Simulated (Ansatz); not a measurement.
Consider the formal exchange of groups at the In–Br bond: `[CH3][InH][Br]` + `C=C=COC` → `C=C=C[O][InH][CH3]` + `CBr`.

Program: Ansatz. Geometries: PBE0-D4/def2-TZVP. ΔE: electronic, gas phase. CBS: MP2 limit from def2 TZ/QZ plus the TZ coupled-cluster correction, frozen cores. Functionals use def2-TZVPP. B3LYP here is the variant with VWN-RPA as its local correlation; programs differ in this. Elements past krypton have def2 core potentials. For Br, In outer-core shells are correlated without core-valence functions, which leaves a few kJ/mol of doubt a bond. Scalar relativity is left out up to krypton. Each species was taken in one conformer, which may not be the lowest.

Question: Is it downhill or uphill in electronic energy at CCSD(T)/CBS, and by how much? (Estimate.)

Answer: The calculation gave: Uphill: ΔE = +63.2 kJ/mol.

Question: What do these levels give: r2SCAN-D4, B3LYP-D4, ωB97M-V, PBE, PBE0, B3LYP, MP2/def2-TZVPP, SCS-MP2/def2-TZVPP, CCSD(T)/def2-TZVPP, MP2/def2-QZVPP, HF/CBS(def2), MP2/CBS(def2)? (An estimate is asked.)

Answer: Computed: r2SCAN-D4 69.2, B3LYP-D4 75.2, ωB97M-V 74.3, PBE 71.1, PBE0 79.5, B3LYP 82.7, MP2/def2-TZVPP 60.6, SCS-MP2/def2-TZVPP 65.3, CCSD(T)/def2-TZVPP 65.8, MP2/def2-QZVPP 58.7, HF/CBS(def2) 104.4, MP2/CBS(def2) 58.0 kJ/mol.

Largest T1 diagnostic among the species: 0.015.

The D4 term adds −7.5 kJ/mol with B3LYP and −4.0 kJ/mol with PBE0; it sums over pairs of atoms, weighted by their polarisabilities, and B3LYP, whose exchange is more repulsive, gets the larger term. In def2-TZVPP, CCSD(T) changes the Hartree–Fock value by −40.0 kJ/mol (the triples alone add −7.7 kJ/mol) and MP2 by −45.1 kJ/mol.
